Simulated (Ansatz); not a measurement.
H5ClSi2 (SMILES [SiH3][SiH2]Cl), singlet, at a GFN2-xTB geometry, with bond 4-1 at 1.4 times its length; CASSCF(4,4)/6-31G run with Ansatz (an electronic-structure program).

Ansatz was given this input:
Ansatz 0.2 input:
```yaml
crystal:
  periodic: [false, false, false]
  atoms:
    - {symbol: Si, position_ang: [1.82701747, -0.15440407, 0.34819552]}
    - {symbol: Si, position_ang: [-0.44739534, -0.56770998, 0.40777960]}
    - {symbol: Cl, position_ang: [-1.44293390, 0.74356208, -0.78114365]}
    - {symbol: H, position_ang: [2.81030377, -1.50419602, 1.53877067]}
    - {symbol: H, position_ang: [2.39343570, -0.27473923, -0.99795491]}
    - {symbol: H, position_ang: [2.17565656, 1.18314507, 0.83486795]}
    - {symbol: H, position_ang: [-1.05172827, -0.42403509, 1.73470909]}
    - {symbol: H, position_ang: [-0.83156221, -1.89678810, -0.07443833]}
basis:
  gaussian:
    orbitals: 6-31G
hamiltonian:
  xc: hf
magnetization: {spin_polarized: false}
correlation: {active_space: {window: {electrons: 4, orbitals: 4}}}
```

What the program printed (banner, timings and long lists left out):

```
Functional definition: HF
580 factors; integrals over basis functions are off by at most 1.8e-4 eV
mean field evaluation 1: about -28301.2411 eV, gradient 1.3e1 eV
mean field evaluation 2: about -28301.2460 eV, gradient 1.3e1 eV
mean field evaluation 4: about -28302.1214 eV, gradient 1.1e0 eV
mean field evaluation 8: about -28302.1277 eV, gradient 1.1e-6 eV
mean field -28302.12765773 eV, -1040.0840075504 hartree, gradient 1.2e-6 eV, S^2 0.000000; 0 other end points of the search recorded, 0 dependent functions left out
reference -28302.12765773 eV, -1040.0840075504 hartree; 25, 25 occupied and 24, 24 virtual orbitals, 580 factors
state -28303.28296467 eV, -1040.1264642973 hartree
Total energy: -28303.28296467 eV, -1040.1264642973 hartree
```
